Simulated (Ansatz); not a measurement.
`B[Si](F)(F)[SiH3]` → `B[SiH](F)F` + `[SiH2]`  (silylene loss)

Computed with Ansatz on PBE0-D4/def2-TZVP structures; ΔE is electronic, products minus reactants. CCSD(T)/CBS is the MP2 limit (def2-TZVPP, def2-QZVPP) plus CCSD(T) − MP2 in def2-TZVPP, frozen cores. This one scheme is used for every species. Functionals use def2-TZVPP. B3LYP here is the variant with VWN-RPA as its local correlation; programs differ in this. HSE06 is defined as in plane-wave codes.

`B[Si](F)(F)[SiH3]`:

Z-matrix (Å, degrees):
```
Si
F 1 1.601
F 1 1.601 2 105.4
B 1 2.008 2 111.4 3 120.9
Si 1 2.360 2 108.0 3 -115.4
H 4 1.195 1 120.7 2 -152.5
H 4 1.194 1 120.8 2 33.7
H 5 1.488 1 109.6 2 -65.2
H 5 1.487 1 109.8 2 55.1
H 5 1.487 1 109.7 2 175.5
```

`B[SiH](F)F`:

Z-matrix (Å, degrees):
```
Si
F 1 1.594
F 1 1.594 2 106.1
B 1 2.012 2 111.5 3 121.5
H 1 1.486 2 107.5 3 -114.7
H 4 1.194 1 120.9 2 -150.9
H 4 1.194 1 120.9 2 32.7
```

`[SiH2]`:

Cartesian coordinates in Å:
```
Si 0.351 0.376 0.492
H 0.151 0.514 -1.014
H -0.502 -0.889 0.521
```

```csv
level,ΔE (kcal/mol),difference from CCSD(T)/CBS
LDA (SPW92),64.9,10.8
PBE-D4,59.2,5.1
revPBE-D4,57.7,3.6
BLYP-D4,53.1,-1.0
r2SCAN-D4,60.8,6.7
B97M-V,55.1,1.0
PBE0-D4,59.7,5.6
B3LYP-D4,54.4,0.3
r2SCANh-D4,60.6,6.5
r2SCAN0-D4,60.3,6.2
HSE06-D4,59.6,5.5
BHLYP-D4,55.3,1.2
CAM-B3LYP-D4,55.1,1.0
ωB97M-V,52.7,-1.4
B2PLYP,52.9,-1.2
PBE-QIDH,58.4,4.3
PBE,57.3,3.2
revPBE,53.8,-0.3
BLYP,49.3,-4.8
r2SCAN,60.3,6.2
B3LYP,51.3,-2.8
r2SCANh,60.1,6.0
r2SCAN0,59.7,5.6
HSE06,58.0,3.9
BHLYP,52.4,-1.7
CAM-B3LYP,53.3,-0.8
LC-ωPBE,59.4,5.3
RPA@PBE/def2-TZVPP,47.7,-6.4
MP2/def2-SVP,53.4,-0.7
CCSD/def2-SVP,48.8,-5.3
CCSD(T)/def2-SVP,49.9,-4.2
HF/def2-TZVPP,47.4,-6.7
MP2/def2-TZVPP,55.4,1.3
SCS-MP2/def2-TZVPP,52.4,-1.7
CCSD/def2-TZVPP,51.0,-3.1
CCSD(T)/def2-TZVPP,52.4,-1.7
HF/def2-QZVPP,47.4,-6.7
HF/CBS(def2),47.4,-6.7
MP2/CBS(def2),57.1,3.0
CCSD/CBS(def2),52.8,-1.3
CCSD(T)/CBS,54.1,0
```

Question: What do rigid-rotor, harmonic-oscillator terms from PBE0-D4/def2-TZVP frequencies (298.15 K, 1 bar) make of the CCSD(T)/CBS value? (Best estimate.)

Answer: Ansatz gave: ΔZPE = -3.1 kcal/mol, ΔH = +51.7 kcal/mol, ΔS = 149 J/(mol·K), ΔG = +41.0 kcal/mol. Modes under 50 cm⁻¹ make the entropy rough.

Largest T1 diagnostic among the species: 0.014.

In def2-TZVPP, CCSD(T) changes the Hartree–Fock value by +5.0 kcal/mol (the triples alone add +1.4 kcal/mol) and MP2 by +8.0 kcal/mol. The D4 term adds +3.1 kcal/mol with B3LYP and +1.7 kcal/mol with PBE0; it sums over pairs of atoms, weighted by their polarisabilities, and B3LYP, whose exchange is more repulsive, gets the larger term.
